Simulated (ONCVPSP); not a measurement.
## Building the ONCV potential for titanium (Ti) (PBE, scalar-relativistic).

Input for ONCVPSP 4.0.1:

```
# ATOM AND REFERENCE CONFIGURATION
# atsym  z   nc   nv     iexc    psfile
  Ti 22.00    3    4        4      upf
#
#   n    l    f
    1    0    2.00
    2    0    2.00
    2    1    6.00
    3    0    2.00
    3    1    6.00
    3    2    2.00
    4    0    2.00
#
# PSEUDOPOTENTIAL AND OPTIMIZATION
# lmax
    2
#
#   l,   rc,      ep,       ncon, nbas, qcut
    0    2.00    0.00    4    7    6.70
    1    1.50    0.00    5    9    8.60
    2    1.75    0.00    4    8    9.90
#
# LOCAL POTENTIAL
# lloc, lpopt,  rc(5),   dvloc0
    4    4    1.35    0.00
#
# VANDERBILT-KLEINMAN-BYLANDER PROJECTORs
# l, nproj, debl
    0    2    1.60
    1    3    1.10
    2    2    1.10
#
# MODEL CORE CHARGE
# icmod, fcfact, rcfact
    1    0.35    0.00
#
# LOG DERIVATIVE ANALYSIS
# epsh1, epsh2, depsh
   -4.00    5.00    0.02
#
# OUTPUT GRID
# rlmax, drl
    6.00    0.01
#
# TEST CONFIGURATIONS
# ncnf
    4
# nvcnf
#   n    l    f
    4
    3    0    2.00
    3    1    6.00
    3    2    2.00
    4    0    1.00
#
    4
    3    0    2.00
    3    1    6.00
    3    2    2.00
    4    0    0.00
#
    4
    3    0    2.00
    3    1    6.00
    3    2    1.00
    4    0    0.00
#
    5
    3    0    2.00
    3    1    6.00
    3    2    2.00
    4    0    0.00
    4    1    1.00
#
```

Command:

```bash
oncvpsp.x < Ti.dat > Ti.out
```

Output (shortened: citation, most of the input echo, consistency checks and plot data are left out):

```
ONCVPSP  (Optimized Norm-Conservinng Vanderbilt PSeudopotential)
scalar-relativistic version 4.0.1

#   n    l    f        energy (Ha)
    1    0    2.00    -1.7892815E+02
    2    0    2.00    -1.9732061E+01
    2    1    6.00    -1.6326222E+01
    3    0    2.00    -2.3017400E+00
    3    1    6.00    -1.4281096E+00
    3    2    2.00    -1.5651097E-01
    4    0    2.00    -1.6415853E-01

Reference configufation results
  iterations    22
  all-electron total energy (Ha)   -8.53564434D+02

Begin loop to  construct optimized pseudo wave functions
and semi-local pseudopoentials for all angular momenta

Calculating optimized projector #   1

 for l=   0

    Fraction of norm inside rc  0.983747
    Optimizing pswf for qcut=   6.69 a_B^-1,  ecut=  22.38 Ha
    Residual kinetic energy error=  5.58D-08 Ha

    Energy error per electron        Cutoff
         Ha          eV             Ha
         0.01000     0.27211        5.78
         0.00100     0.02721        7.60
         0.00010     0.00272        9.87
         0.00001     0.00027       16.19

Calculating optimized projector #   2

 for l=   0

    Fraction of norm inside rc  0.092989
    Optimizing pswf for qcut=   6.69 a_B^-1,  ecut=  22.38 Ha
    Residual kinetic energy error=  3.72D-07 Ha

    Energy error per electron        Cutoff
         Ha          eV             Ha
         0.01000     0.27211        4.20
         0.00100     0.02721        6.37
         0.00010     0.00272       14.13
         0.00001     0.00027       18.21

WARNING wellstate: negative energy specified for n= 4 l=  1
WARNING scattering state with energy  0.25000000
WARNING will be used for the first projector

   Wellstate for l =  1  n =  4
     eigenvalue =   0.2500
     asymptotic potential =   0.7500
     half-point radius =  3.5599

   Wellstate for l =  1  n =  5
     eigenvalue =   1.3500
     asymptotic potential =   1.8500
     half-point radius =  3.8492

Calculating optimized projector #   1

 for l=   1

    Fraction of norm inside rc  0.841852
    Optimizing pswf for qcut=   8.61 a_B^-1,  ecut=  37.07 Ha
    Residual kinetic energy error=  2.44D-06 Ha

    Energy error per electron        Cutoff
         Ha          eV             Ha
         0.01000     0.27211       15.13
         0.00100     0.02721       19.49
         0.00010     0.00272       23.07
         0.00001     0.00027       26.85

Calculating optimized projector #   2

 for l=   1

    Fraction of norm inside rc  0.074769
    Optimizing pswf for qcut=   8.61 a_B^-1,  ecut=  37.07 Ha
    Residual kinetic energy error=  1.28D-06 Ha

    Energy error per electron        Cutoff
         Ha          eV             Ha
         0.01000     0.27211       12.48
         0.00100     0.02721       17.33
         0.00010     0.00272       21.39
         0.00001     0.00027       25.17

Calculating optimized projector #   3

 for l=   1

    Fraction of norm inside rc  0.068137
    Optimizing pswf for qcut=   8.61 a_B^-1,  ecut=  37.07 Ha
    Residual kinetic energy error=  2.76D-06 Ha

    Energy error per electron        Cutoff
         Ha          eV             Ha
         0.01000     0.27211       13.28
         0.00100     0.02721       18.08
         0.00010     0.00272       21.98
         0.00001     0.00027       27.84

   Wellstate for l =  2  n =  4
     eigenvalue =   0.9435
     asymptotic potential =   1.4435
     half-point radius =  3.1157

Calculating optimized projector #   1

 for l=   2

    Fraction of norm inside rc  0.659407
    Optimizing pswf for qcut=   9.90 a_B^-1,  ecut=  49.03 Ha
    Residual kinetic energy error=  1.15D-07 Ha

    Energy error per electron        Cutoff
         Ha          eV             Ha
         0.01000     0.27211       26.45
         0.00100     0.02721       32.86
         0.00010     0.00272       37.95
         0.00001     0.00027       42.04

Calculating optimized projector #   2

 for l=   2

    Fraction of norm inside rc  0.193793
    Optimizing pswf for qcut=   9.90 a_B^-1,  ecut=  49.03 Ha
    Residual kinetic energy error=  4.50D-07 Ha

    Energy error per electron        Cutoff
         Ha          eV             Ha
         0.01000     0.27211       27.85
         0.00100     0.02721       34.68
         0.00010     0.00272       40.16
         0.00001     0.00027       44.27

Construct Vanderbilt / Kleinmman-Bylander projectors

B matrix Hermiticity error, ll=   0
   1   2    1.3248E-04

  Orthonormal projector coefficients  3.5027E+00  7.3755E-01

B matrix Hermiticity error, ll=   1
   1   2    1.4088E-04
   1   3   -2.2510E-04
   2   3    3.9778E-05

  Orthonormal projector coefficients  2.6806E+00 -1.1074E+00  3.3630E-01

B matrix Hermiticity error, ll=   2
   1   2    8.6927E-05

  Orthonormal projector coefficients -6.8375E+00 -1.5512E+00

Model core correction analysis
  based on d2Exc/dn_idn_j

d2excae - all-electron derivatives

   -4.186053D-02   -3.817140D-02   -2.411908D-02   -1.845214D-03
   -3.820267D-02   -3.602989D-02   -2.376743D-02   -1.766462D-03
   -2.436622D-02   -2.408134D-02   -1.884884D-02   -1.572853D-03
   -2.201561D-03   -2.319774D-03   -2.373074D-03   -4.760132D-04

d2excps - pseudofunction derivatives with no core correction

   -5.055092D-02   -3.926958D-02   -2.466678D-02   -2.648396D-03
   -3.930083D-02   -3.780417D-02   -2.597210D-02   -1.818441D-03
   -2.491328D-02   -2.628599D-02   -2.032951D-02   -1.502364D-03
   -3.005737D-03   -2.371761D-03   -2.302652D-03   -5.340646D-04

rms 2nd derivative error    2.435494E-03

Polynomial model core charge

d2excps - pseudofunction derivatives with core correction

   -3.812095D-02   -3.592858D-02   -2.390833D-02   -1.712796D-03
   -3.595930D-02   -3.665814D-02   -2.587098D-02   -1.554274D-03
   -2.415503D-02   -2.618485D-02   -2.050126D-02   -1.428944D-03
   -2.069100D-03   -2.107565D-03   -2.229228D-03   -4.647147D-04

rms 2nd derivative error    1.505781E-03

Pseudoatom total energy  -58.547642

Diagnostic tests using Vanderbilt-Kleinman-Bylander pseudopotentials
  1 or more projectors used as specified by nproj input data

   l    rcore       rmatch      e in        delta e   norm test  slope test

   0   2.0095676   2.0705824  -2.3017400   0.0000016   1.0001048   1.0000882
   0   2.0095676   2.0705824  -0.1641585   0.0000009   1.0000168   1.0000126

   1   1.5079937   1.5537797  -1.4281096   0.0000062   1.0000958   1.0001148
   1   1.5079937   1.5537797   0.2500000   0.0000284   1.0002259   1.0002259
   1   1.5079937   1.5537797   1.3500000   0.0000554   1.0002453   1.0002453

   2   1.7512537   1.8044255  -0.1565110  -0.0000005   1.0000511   1.0000536
   2   1.7512537   1.8044255   0.9434890   0.0000045   1.0001462   1.0001462

 Testing for bound ghosts
   n   l    E NL Schr. Eq   E Basis Diag.   E Cutoff

   1   0       -2.301738       -2.301738     47.32
   2   0       -0.164158       -0.136301     47.32

   2   1       -1.428103       -1.428030    220.15

   3   2       -0.156512       -0.151547    112.26

 Testing for highly-localized positive-energy ghosts
       l    <radius>/rc     E Basis Diag.   E Cutoff

Test configuration 0

   n   l     f        eae           eps        diff
   1   0  2.0000 -178.92814636
   2   0  2.0000  -19.73206107
   2   1  6.0000  -16.32622220
   3   0  2.0000   -2.30174004   -2.30173846    1.58D-06
   3   1  6.0000   -1.42810959   -1.42810338    6.21D-06
   3   2  2.0000   -0.15651097   -0.15651152   -5.50D-07
   4   0  2.0000   -0.16415853   -0.16415767    8.62D-07

    Total energies and differences
      AE_ref= -8.53564434D+02  AE_tst= -8.53564434D+02  dif=  0.00D+00
      PS_ref= -5.85476420D+01  PS_tst= -5.85476420D+01  dif=  0.00D+00
      PSP excitation error=  0.00D+00

Test configuration 1

   n   l     f        eae           eps        diff
   1   0  2.0000 -179.19977875
   2   0  2.0000  -19.99822907
   2   1  6.0000  -16.59286259
   3   0  2.0000   -2.56945398   -2.57020443   -7.50D-04
   3   1  6.0000   -1.69605428   -1.69636848   -3.14D-04
   3   2  2.0000   -0.41776036   -0.41794442   -1.84D-04
   4   0  1.0000   -0.38038938   -0.38040205   -1.27D-05

    Total energies and differences
      AE_ref= -8.53564434D+02  AE_tst= -8.53294436D+02  dif=  2.70D-01
      PS_ref= -5.85476420D+01  PS_tst= -5.82776217D+01  dif=  2.70D-01
      PSP excitation error= -2.21D-05

Test configuration 2

   n   l     f        eae           eps        diff
   1   0  2.0000 -179.52514372
   2   0  2.0000  -20.31618171
   2   1  6.0000  -16.91144416
   3   0  2.0000   -2.88664728   -2.88883856   -2.19D-03
   3   1  6.0000   -2.01257144   -2.01347529   -9.04D-04
   3   2  2.0000   -0.72322626   -0.72373076   -5.04D-04

    Total energies and differences
      AE_ref= -8.53564434D+02  AE_tst= -8.52795674D+02  dif=  7.69D-01
      PS_ref= -5.85476420D+01  PS_tst= -5.77787723D+01  dif=  7.69D-01
      PSP excitation error= -1.10D-04

Test configuration 3

   n   l     f        eae           eps        diff
   1   0  2.0000 -180.15988853
   2   0  2.0000  -20.98142276
   2   1  6.0000  -17.57409133
   3   0  2.0000   -3.49278910   -3.49459264   -1.80D-03
   3   1  6.0000   -2.60632768   -2.60423645    2.09D-03
   3   2  1.0000   -1.27486526   -1.27042884    4.44D-03

    Total energies and differences
      AE_ref= -8.53564434D+02  AE_tst= -8.51805360D+02  dif=  1.76D+00
      PS_ref= -5.85476420D+01  PS_tst= -5.67898161D+01  dif=  1.76D+00
      PSP excitation error=  1.25D-03

Test configuration 4

   n   l     f        eae           eps        diff
   1   0  2.0000 -179.24551702
   2   0  2.0000  -20.04242184
   2   1  6.0000  -16.63706235
   3   0  2.0000   -2.61464776   -2.61635521   -1.71D-03
   3   1  6.0000   -1.74091444   -1.74161427   -7.00D-04
   3   2  2.0000   -0.45841929   -0.45873080   -3.12D-04
   4   1  1.0000   -0.26525637   -0.26526318   -6.81D-06

    Total energies and differences
      AE_ref= -8.53564434D+02  AE_tst= -8.53155656D+02  dif=  4.09D-01
      PS_ref= -5.85476420D+01  PS_tst= -5.81387897D+01  dif=  4.09D-01
      PSP excitation error= -7.47D-05
```

The run took about 6.9 s on one core of a shared server CPU.
